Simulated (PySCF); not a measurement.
# Excitation energy of Cd²⁺ by level of theory

Cd²⁺ [Kr] 4d10 (1S) → Cd²⁺ [Kr] 4d9 5s1 (3D), as a difference of total energies. Computed with PySCF 2.14 in x2c-QZVPPall with one added diffuse shell each of s, p, d, f, g type (14s9p8d5f3g, 143 functions), with scalar relativity by spin-free X2C-1e. Correlated levels: valence: [Kr] frozen; valence and next inner shell: [Ar] 3d10 frozen. The calculations carry no spin-orbit coupling.

```csv
method,excitation energy (eV)
UHF,9.738
LDA,9.800
PBE,9.745
PBE0,9.951
r2SCAN,9.940
MP2 (valence),10.524
SCS-MP2 (valence),10.554
MP2 (valence and next inner shell),10.273
SCS-MP2 (valence and next inner shell),10.287
```

Q: How much does correlation contribute at MP2 (valence and next inner shell)?

A: 10.273 − (9.738) = 0.535 eV, measured against UHF.

A first-order spin-orbit estimate (lowest level to lowest level, LS coupling) adds -0.293 eV.
